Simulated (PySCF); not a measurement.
Butyldichloroborane, C4H9BCl2.
SMILES: `CCCCB(Cl)Cl`

Vertical excitations from PySCF (density fitting, frozen core in the response, grid level 2 and gas phase unless stated; continuum runs use non-equilibrium linear response for the excitations) on a GFN2-xTB geometry. Reference run:

```
                     settings    S1, eV (f)    S2, eV (f)    S3, eV (f)    S4, eV (f)    S5, eV (f)    S6, eV (f)  T1, eV (Tamm–Dancoff)  mean α (au)
B3LYP/3-21G, TDA, 25 singlets  5.90 (0.001)  6.14 (0.000)  6.95 (0.007)  7.06 (0.002)  7.25 (0.000)  7.50 (0.164)                   5.54         66.0
```

Question: What do these settings give: HF/aug-cc-pVDZ, energy threshold 1e-07 Eh, TDHF, 12 singlets?

Answer: 
```tsv
settings	S1, eV (f)	S2, eV (f)	S3, eV (f)	S4, eV (f)	S5, eV (f)	S6, eV (f)	T1, eV (Tamm–Dancoff)	mean α (au)
HF/aug-cc-pVDZ, energy threshold 1e-07 Eh, TDHF, 12 singlets	7.30 (0.000)	7.89 (0.000)	8.83 (0.138)	9.04 (0.068)	9.24 (0.037)	9.57 (0.001)	–	84.1
```

S1 moves by +1.40 eV; functional, basis and response scheme change together, so the shift can't be laid on one. States are counted by energy in each run and needn't keep their character from row to row.

Question: Which orbital pairs make up S1 in each run, and how does it sit against the orbital gap?

Answer: 
```
                                                    settings             S1 configurations (weight)  S1 (eV)  orbital gap (eV)  S1 − gap (eV)
                               B3LYP/3-21G, TDA, 25 singlets                               H→L 0.96     5.90              7.13          -1.23
HF/aug-cc-pVDZ, energy threshold 1e-07 Eh, TDHF, 12 singlets  H→L+11 0.28, H→L+10 0.24, H→L+12 0.19     7.30             12.80          -5.50
```

The values belong to the conformer `[CH3:1][CH2:2][CH2:3][CH2:4][B:5]([Cl:6])[Cl:7]`: C1–C2–C3–C4 179°, C2–C3–C4–B5 -179°, C3–C4–B5–Cl6 0°.
